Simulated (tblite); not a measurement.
Species: C5H8N2OSi.
Atom-mapped SMILES: `[CH2:1]=[CH:2][C@@H:3]([N:4]=[CH2:5])[O:6][SiH2:7][C:8]#[N:9]` (hydrogens: H10, H11 on C1; H12 on C2; H13 on C3; H14, H15 on C5; H16, H17 on Si7)

The geometry is computed with GFN2-xTB (gas phase).

(1) List the bond lengths, angles and torsions at this level.

Answers

(1) 
```
   bond  length (Å)   order
  C1=C2       1.318  double
  C2–C3       1.506  single
  C3–N4       1.436  single
  N4=C5       1.250  double
  C3–O6       1.391  single
 O6–Si7       1.626  single
 Si7–C8       1.874  single
  C8≡N9       1.146  triple
 C1–H10       1.076  single
 C1–H11       1.078  single
 C2–H12       1.080  single
 C3–H13       1.106  single
 C5–H14       1.079  single
 C5–H15       1.093  single
Si7–H16       1.456  single
Si7–H17       1.461  single
```

Orders are formal, as drawn. A selection of angles:
```
    angle  degrees
 C1–C2–C3    124.1
 C2–C3–N4    107.3
 C2–C3–O6    110.2
 N4–C3–O6    108.5
 C3–N4–C5    121.6
C3–O6–Si7    124.0
O6–Si7–C8    110.8
Si7–C8–N9    178.9
```

Torsions: C1–C2–C3–N4 115° (anticlinal); C2–C3–N4–C5 -106° (anticlinal); C2–C3–O6–Si7 -102° (anticlinal); C3–O6–Si7–C8 -64° (synclinal).

The C–C distances run from 1.318 Å (C1=C2, drawn double) to 1.506 Å (C2–C3, drawn single), a spread of 0.188 Å. Si7 (oxygen-bound silicon) is distorted tetrahedral (angles from 98.9° to 117.3°). Of the pairs four or more bonds apart, N4···C8 is among the closest relative to their van der Waals radii: 2.96 Å, 91 % of the sum of Bondi's values. The 3 C–N bonds span 1.146 Å (C8≡N9, drawn triple) to 1.436 Å (C3–N4, drawn single), a spread of 0.290 Å.

Point group: C1 (no symmetry element, even within 0.4 Å). Its GFN2-xTB frequencies are all real (lowest 33 cm⁻¹). One conformer, not necessarily the lowest. 3 starts were optimised and ended at 0.00, 0.59 and 2.95 kcal/mol (GFN2-xTB); the lowest of these is shown.
